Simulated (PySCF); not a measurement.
Vertical excitations of a molecule C2H6ClFSi2 from TDA-B3LYP/def2-SVPD run with PySCF 2.14.0, as energy in eV (oscillator strength): 5.84 (0.004), 6.30 (0.191), 6.46 (0.017), 6.62 (0.016), 6.90 (0.066), 6.94 (0.061), 6.99 (0.035), 7.10 (0.111), 7.30 (0.027), 7.40 (0.117). Lowest triplet (TDA): 4.18 eV. The structure is a stationary point at PBE0-D3(BJ)/def2-SVP. Other conformers were not sampled.

### Question
Identify the compound among the candidates.
A) F[Si@H](Cl)/C=C/[SiH3]
B) C=C(F)[Si@H]([SiH3])Cl
C) F[SiH2]/C([SiH3])=C\Cl
D) F[Si@@H]1CC[Si@H]1Cl

### Answer
B, C=C(F)[Si@H]([SiH3])Cl
